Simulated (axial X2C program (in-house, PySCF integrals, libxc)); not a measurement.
**Worked dissociation energy of MoN⁺: PBE0, with spin–orbit coupling**

Calculated with an in-house relativistic program for diatomic molecules. Two-component (2c) means X2C with spin–orbit coupling and atomic mean-field two-electron Coulomb and Gaunt terms. Basis: Mo dyall-cv3z [11s12p9d5f3g], N dyall-av3z [7s7p3d2f] (cores contracted in-house); Gaussian nuclei, density fitting, unrestricted open shells. Masses: Mo 97.905 u, N 14.003 u.

Molecular state: Ω = 1 (⟨Sz⟩ = 1.00, ⟨Lz⟩ = 0.00 at PBE0).

```
E(Mo+) (2M_J = 5) : -4046.225086 hartree
E(N) (2M_J = 3)   : -54.573668 hartree
E(MoN⁺) at Re     : -4100.972655 hartree
ωe                : 1194.6 cm⁻¹
ωexe              : 7.24 cm⁻¹
```

(1) Work out De and D0.

The state is one determinant whose occupation by symmetry is held fixed; it was picked as the lowest of a PBE0 search that is not exhaustive. Dissociation energies refer to the lowest single-determinant-based atoms at the same level and basis. Density functionals use the spin component along the axis (collinear). With several unpaired electrons one determinant need not be a pure state. Open-shell Ω = 0 determinants with evenly filled partner blocks cannot be reached by this program, so the Ω shown need not be the lowest component. The determinant is spin-polarised beyond a pure state at some levels (its spin-free form has ⟨S²⟩ too high), which makes Re and μ there less reliable.

Each atomic determinant is the lowest at this level and need not be a pure J level. Totals compare only within one Hamiltonian and basis.

Answers

(1) De = -4046.225086 + (-54.573668) − (-4100.972655) = 0.17390 hartree = 4.732 eV. The zero-point energy is ωe/2 − ωexe/4 = 595 cm⁻¹ = 0.074 eV, so D0 = 4.658 eV.
